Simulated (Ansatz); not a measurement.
Steps of a relaxation of `Cl[Si](Cl)(Cl)[Ge]([Si](Cl)(Cl)Cl)([Si](Cl)(Cl)Cl)[Si](Cl)(Cl)Cl` with RKS PBE0-D4/def2-TZVP.

```sh
$ ansatz run in.yaml --threads 11 --pin off --events-out ev --progress --plain --max-ram 174080MiB --backend cuda --devices 0, --max-vram 75GiB
```

```yaml
crystal:
  periodic: [false, false, false]
  atoms:
    - {symbol: Cl, position_ang: [-1.940310, 0.238530, 2.985920]}
    - {symbol: Si, position_ang: [-0.239770, 0.929700, 2.166780]}
    - {symbol: Cl, position_ang: [-0.313240, 2.931830, 2.010500]}
    - {symbol: Cl, position_ang: [1.339370, 0.383070, 3.284540]}
    - {symbol: Ge, position_ang: [-0.001430, 0.000280, 0.000380]}
    - {symbol: Si, position_ang: [-0.637880, -2.280210, 0.047260]}
    - {symbol: Cl, position_ang: [-2.644280, -2.395610, 0.044790]}
    - {symbol: Cl, position_ang: [0.098090, -3.127910, 1.714310]}
    - {symbol: Cl, position_ang: [0.105470, -3.197410, -1.579590]}
    - {symbol: Si, position_ang: [-1.380940, 1.178010, -1.521020]}
    - {symbol: Cl, position_ang: [-3.154330, 1.538140, -0.647120]}
    - {symbol: Cl, position_ang: [-1.641430, 0.056540, -3.168690]}
    - {symbol: Cl, position_ang: [-0.483170, 2.911120, -2.001480]}
    - {symbol: Si, position_ang: [2.257470, 0.172830, -0.691060]}
    - {symbol: Cl, position_ang: [2.969540, 1.971360, -0.146220]}
    - {symbol: Cl, position_ang: [2.342550, -0.025380, -2.689490]}
    - {symbol: Cl, position_ang: [3.324290, -1.284880, 0.190200]}
basis:
  gaussian: {orbitals: def2-TZVP}
hamiltonian: {xc: pbe0, dispersion: d4}
relax: {f_tol: 0.005, max_steps: 150}
```

Positions (Å) and forces (eV/Å) along the path, 4 of 4 steps:

```xyz
17
step=1 energy=-238257.6582 eV
Cl   -1.940    0.239    2.986   -0.436   -0.135    0.301
Si   -0.240    0.930    2.167    0.081   -0.297   -0.671
Cl   -0.313    2.932    2.010   -0.030    0.556    0.052
Cl    1.339    0.383    3.285    0.381   -0.100    0.372
Ge   -0.001    0.000    0.000    0.009   -0.004    0.013
Si   -0.638   -2.280    0.047    0.193    0.693   -0.021
Cl   -2.644   -2.396    0.045   -0.546   -0.123   -0.001
Cl    0.098   -3.128    1.714    0.163   -0.310    0.430
Cl    0.105   -3.197   -1.580    0.168   -0.327   -0.409
Si   -1.381    1.178   -1.521    0.422   -0.360    0.452
Cl   -3.154    1.538   -0.647   -0.516    0.145    0.166
Cl   -1.641    0.057   -3.169   -0.123   -0.237   -0.479
Cl   -0.483    2.911   -2.001    0.170    0.489   -0.187
Si    2.257    0.173   -0.691   -0.688   -0.057    0.208
Cl    2.970    1.971   -0.146    0.276    0.475    0.113
Cl    2.343   -0.025   -2.689    0.113   -0.042   -0.539
Cl    3.324   -1.285    0.190    0.363   -0.368    0.199
17
step=2 energy=-238257.7318 eV
Cl   -1.949    0.267    3.057    0.045   -0.029   -0.117
Si   -0.238    0.931    2.169   -0.034    0.123    0.296
Cl   -0.320    2.966    2.078    0.013   -0.088   -0.098
Cl    1.336    0.410    3.355   -0.020   -0.029   -0.126
Ge    0.000   -0.001    0.000   -0.002    0.005    0.000
Si   -0.641   -2.285    0.046   -0.083   -0.303    0.007
Cl   -2.671   -2.467    0.042    0.079    0.106   -0.005
Cl    0.079   -3.200    1.719    0.008    0.120   -0.037
Cl    0.090   -3.271   -1.582    0.012    0.123    0.036
Si   -1.384    1.179   -1.524   -0.181    0.162   -0.203
Cl   -3.202    1.577   -0.690    0.103   -0.061    0.050
Cl   -1.686    0.088   -3.219    0.065   -0.030    0.107
Cl   -0.525    2.951   -2.052    0.042   -0.093    0.077
Si    2.263    0.174   -0.692    0.296    0.022   -0.095
Cl    3.041    1.983   -0.165   -0.118   -0.052    0.020
Cl    2.413   -0.019   -2.716   -0.101   -0.001    0.077
Cl    3.395   -1.284    0.173   -0.124    0.026    0.010
17
step=3 energy=-238257.7538 eV
Cl   -1.954    0.247    3.024    0.017    0.009   -0.002
Si   -0.239    0.930    2.168    0.001    0.000    0.002
Cl   -0.317    2.959    2.040   -0.001   -0.016    0.007
Cl    1.347    0.392    3.324   -0.016    0.008   -0.005
Ge   -0.001    0.000    0.000    0.001    0.000    0.001
Si   -0.639   -2.283    0.047   -0.001   -0.001   -0.002
Cl   -2.669   -2.429    0.042    0.016   -0.006   -0.003
Cl    0.093   -3.166    1.728   -0.011    0.003   -0.014
Cl    0.105   -3.237   -1.590   -0.006    0.001    0.016
Si   -1.383    1.179   -1.522   -0.001    0.001   -0.002
Cl   -3.187    1.560   -0.660    0.014    0.002   -0.010
Cl   -1.665    0.064   -3.201   -0.004    0.012    0.013
Cl   -0.497    2.940   -2.029   -0.012   -0.015   -0.001
Si    2.260    0.173   -0.692    0.000    0.000   -0.001
Cl    3.006    1.988   -0.151    0.000   -0.015   -0.005
Cl    2.376   -0.023   -2.714    0.006    0.004    0.017
Cl    3.363   -1.294    0.188   -0.004    0.013   -0.011
17
step=4 energy=-238257.7540 eV
Cl   -1.952    0.248    3.025    0.000   -0.001    0.001
Si   -0.238    0.930    2.168   -0.001   -0.001   -0.001
Cl   -0.316    2.959    2.042    0.000    0.000    0.000
Cl    1.347    0.394    3.325    0.001    0.001   -0.001
Ge   -0.001    0.000    0.000    0.000    0.000   -0.001
Si   -0.640   -2.283    0.046    0.001    0.001    0.000
Cl   -2.669   -2.431    0.040    0.000    0.000   -0.003
Cl    0.090   -3.167    1.726   -0.002   -0.001    0.002
Cl    0.104   -3.239   -1.589    0.002    0.000    0.001
Si   -1.384    1.178   -1.522    0.002    0.001    0.001
Cl   -3.187    1.561   -0.662    0.001    0.002    0.002
Cl   -1.668    0.064   -3.201   -0.003   -0.001    0.002
Cl   -0.500    2.939   -2.031    0.000    0.000   -0.003
Si    2.261    0.174   -0.691   -0.002   -0.001   -0.001
Cl    3.008    1.987   -0.151    0.000    0.000    0.002
Cl    2.378   -0.022   -2.712    0.001    0.002   -0.001
Cl    3.364   -1.292    0.187    0.000   -0.001   -0.001
```

Run time 18 s (11 threads of an AMD EPYC 7R13 on a shared host and a whole NVIDIA H100 80 GB); peak host memory 3 GiB.
